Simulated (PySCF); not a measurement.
C3H5ClGe. Atoms are numbered in the order given.

```xyz
10

Cl     3.0918     0.1003    -0.7419
C      1.8978    -0.9182     0.0262
C      0.8097    -0.4394     0.5824
C     -0.3040     0.0230     1.0925
Ge    -1.9297     0.2232     0.0296
H      2.1454    -1.9837     0.0067
H     -0.3324     0.3159     2.1530
H     -3.0511    -0.6155     0.6623
H     -2.3553     1.6991     0.0322
H     -1.6393    -0.2540    -1.3958
```

Geometry optimised at r2SCAN-D4/def2-SVP. The structure was generated by enumeration; whether it is a known compound was not checked.

Level of theory: TDDFT-ωB97X/def2-SVPD run with PySCF.

Vertical excitations. Gas-phase values at a fixed geometry.

```json
[
 {"state": "S1", "energy (eV)": "4.70", "λ (nm)": "264", "f": "0.000", "main pairs": "HOMO→LUMO 95 %"},
 {"state": "S2", "energy (eV)": "6.47", "λ (nm)": "192", "f": "0.002", "main pairs": "HOMO−1→LUMO+1 64 %, HOMO−1→LUMO+3 16 %, HOMO−1→LUMO+2 13 %"},
 {"state": "S3", "energy (eV)": "6.62", "λ (nm)": "187", "f": "0.074", "main pairs": "HOMO→LUMO+1 51 %, HOMO−1→LUMO 27 %, HOMO→LUMO+3 9 %, HOMO→LUMO+2 8 %"},
 {"state": "S4", "energy (eV)": "6.98", "λ (nm)": "178", "f": "0.028", "main pairs": "HOMO→LUMO+2 55 %, HOMO→LUMO+4 10 %, HOMO→LUMO+6 9 %"},
 {"state": "S5", "energy (eV)": "7.16", "λ (nm)": "173", "f": "1.266", "main pairs": "HOMO−1→LUMO 59 %, HOMO→LUMO+1 22 %"},
 {"state": "S6", "energy (eV)": "7.24", "λ (nm)": "171", "f": "0.092", "main pairs": "HOMO−2→LUMO 81 %"},
 {"state": "S7", "energy (eV)": "7.62", "λ (nm)": "163", "f": "0.004", "main pairs": "HOMO−4→LUMO 25 %, HOMO→LUMO+5 17 %, HOMO→LUMO+2 16 %, HOMO→LUMO+7 15 %"},
 {"state": "S8", "energy (eV)": "7.88", "λ (nm)": "157", "f": "0.003", "main pairs": "HOMO−1→LUMO+2 76 %"},
 {"state": "S9", "energy (eV)": "8.09", "λ (nm)": "153", "f": "0.000", "main pairs": "HOMO−2→LUMO+1 61 %, HOMO−2→LUMO+3 18 %, HOMO−2→LUMO+2 13 %"},
 {"state": "S10", "energy (eV)": "8.24", "λ (nm)": "150", "f": "0.002", "main pairs": "HOMO−4→LUMO 32 %, HOMO→LUMO+5 17 %, HOMO−3→LUMO 11 %, HOMO→LUMO+4 10 %"},
 {"state": "T1", "energy (eV)": "4.28", "λ (nm)": "290", "f": "0", "main pairs": "HOMO−1→LUMO 40 %, HOMO→LUMO+1 26 %, HOMO→LUMO+3 9 %, HOMO→LUMO+2 6 %"},
 {"state": "T2", "energy (eV)": "4.33", "λ (nm)": "287", "f": "0", "main pairs": "HOMO→LUMO 90 %"},
 {"state": "T3", "energy (eV)": "4.52", "λ (nm)": "274", "f": "0", "main pairs": "HOMO−1→LUMO 43 %, HOMO→LUMO+1 28 %, HOMO→LUMO+3 10 %"},
 {"state": "T4", "energy (eV)": "6.18", "λ (nm)": "201", "f": "0", "main pairs": "HOMO−1→LUMO+1 62 %, HOMO−1→LUMO+3 16 %, HOMO−1→LUMO+2 13 %"}
]
```
Triplets are in the Tamm–Dancoff approximation, which puts them higher than full response would, so one can lie above its singlet here.
